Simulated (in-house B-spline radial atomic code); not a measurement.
Configurations of the tin ion Sn⁺, with energies counted from [Kr] 4d10 5s2 5p1. Computed with an all-electron radial atomic-structure program (B-spline basis): scalar-relativistic (X2C) r2SCAN0, spin-polarised, spherical fractional occupations, exact exchange averaged over the configuration, Fermi nucleus of rms radius 4.6519 fm. Shells without spins written out take the highest spin.

Occupations are held fixed; configurations that lie above the ionisation limit could autoionise.

```
                     configuration  E - E(ref) (eV)  highest orbital  its <r> (bohr)
                 [Kr] 4d10 5s2 6s1           6.6298            6s up           5.615
             [Kr] 4d10 5s1 5p1 6s1           13.308            6s up           5.511
              [Kr] 4d9 5s2 5p1 6d1           38.013            6d up           9.645
[Ar] 3d10 4s2 4p5 4d10 5s2 5p1 5d1            103.1            5d up           4.479
[Ar] 3d10 4s2 4p5 4d10 5s2 5p1 5f1           107.72            5f up            14.2
```

Question: Order these further configurations by energy, lowest first.
A. [Kr] 4d9 5s2 5p1 5f1
B. [Kr] 4d9 5s2 5p1 5d1
C. [Kr] 4d9 5s2 5p2
D. [Kr] 4d10 4f1 5s1 5p1
E. [Ar] 3d10 4s2 4p5 4d10 4f1 5s2 5p1

Answer: D (17.462 eV), C (25.276 eV), B (34.822 eV), A (39.433 eV), E (106.53 eV).

Question: How far above the reference does [Ar] 3d9 4s2 4p6 4d10 5s2 5p1 5f1 lie?

Answer: 503.47 eV; its least bound orbital is 5f up with <r> = 14.28 bohr.
